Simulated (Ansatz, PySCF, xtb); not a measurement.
Complex: HF (SMILES F) (first 2 atoms) with CH2F2 (SMILES FCF); geometry from B3LYP-D3(BJ)/def2-TZVP, rigid monomers moved along the line of their centres of mass till H2···F3 is 1.66 Å.
(charge 0, multiplicity 1):
```csv
atom,x (Å),y (Å),z (Å)
F,-0.1266,0.0956,-0.0637
H,0.1928,0.6239,0.6339
F,0.7423,0.8781,2.1768
C,0.3752,-0.2011,2.9610
F,-0.7274,0.1494,3.6611
H,1.1953,-0.3996,3.6500
H,0.1371,-1.0317,2.2974
```

Monomers are frozen at their geometry in the pair; levels with a basis set take the counterpoise correction. Rows marked so take none.

Rows in 3-21G, STO-3G carry no dispersion term and start afresh at each structure.

Run with Ansatz (Gaussian orbitals); PySCF for 3-21G rows, STO-3G rows; xtb for the GFN methods. Values without a source in brackets are computed.

Q: One of these levels gives -133.0 meV for the interaction energy. Which one is it?
(A) HF/STO-3G (no counterpoise)
(B) GFN-FF
(C) HF/aug-cc-pVTZ
(D) HF/3-21G (no counterpoise)

A: A, HF/STO-3G (no counterpoise). The others give -105.3 (GFN-FF), -406.7 (HF/3-21G (no counterpoise)), -80.5 (HF/aug-cc-pVTZ)

Ansatz is a quantum-chemistry and plane-wave program.
